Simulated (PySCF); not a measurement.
## Calculated data, BGeH$_{2}$NO

All values are calculated (PySCF 2.14.0). Calculation on a computer-drawn molecule: the log of a Hartree-Fock and frozen-core CCSD(T) single point meant for a local Hartree-Fock minimum, with one planted fault or none, to be diagnosed. Offsets are logged minus clean, where the clean run is the same molecule without the fault. The reference is restricted for singlets and unrestricted otherwise, and also for a bond in bohr or an excited solution. Adding or removing an electron swaps singlet and doublet. The excited solution moves the top pair (singlet) or top alpha electron (doublet) to the lowest empty orbital. Highest occupied and lowest empty are orbital energies over both spins, largest force is the largest gradient component, triples share is (T) over the correlation energy, the T1 limit is 0.02 restricted and 0.045 unrestricted, electrons count all cores, a negative frequency is imaginary (commonest isotopes), and the dipole is about the centre of nuclear charge; on germanium a core potential holds 10 electrons, which the energies leave out, and 3d is frozen in MP2 and coupled-cluster steps.

```json
{"formula": "BGeH2NO", "logged_structure": {"atoms_angstrom": [["N", -0.9344, -1.754, 0.7109], ["Ge", 0.402, -0.7733, 1.4255], ["B", 1.7854, -2.4283, 1.4887], ["O", 2.5721, -3.3194, 1.5372], ["H", -1.8226, -1.3337, 0.5077], ["H", -0.9216, -2.7269, 0.4691]]}, "given": {"meant_charge": 0, "meant_multiplicity": 1, "meant_basis": "cc-pVDZ", "meant_basis_and_core_potential_on_germanium": "cc-pVDZ-PP ECP10MDF", "logged_electrons": 54, "logged_basis_functions": 75, "logged_SCF_converged": "yes", "logged_spin_squared": 2.0114, "logged_highest_occupied [eV]": -7.5269, "logged_lowest_empty [eV]": -1.0235, "logged_largest_force [hartree/bohr]": 0.043382, "logged_T1_diagnostic": 0.02336, "logged_D1_diagnostic": 0.069409, "logged_triples_share": 0.032935, "logged_CC_converged": "yes", "logged_dipole_magnitude [debye]": 4.5823, "logged_SCF_stable_within_its_kind": "yes", "logged_energy_HF [hartree]": -448.52802, "logged_energy_CCSD(T) [hartree]": -449.05538, "possible_faults": "no fault, one electron removed, one electron added, multiplicity raised by two, geometry at a saddle point, SCF held on an excited solution, minimal basis STO-3G, one bond length entered in bohr, all coordinates scaled", "drawn_bonds_atom": [1, 2, 3, 1, 1], "drawn_bonds_other_atom": [2, 3, 4, 5, 6], "drawn_bonds_order": [1, 1, 2, 1, 1]}, "results": {"planted_fault": "multiplicity raised by two", "HF_energy_offset_from_clean_run [kcal/mol]": 46.76, "CCSD(T)_energy_offset_from_clean_run [kcal/mol]": 61.32}}
```
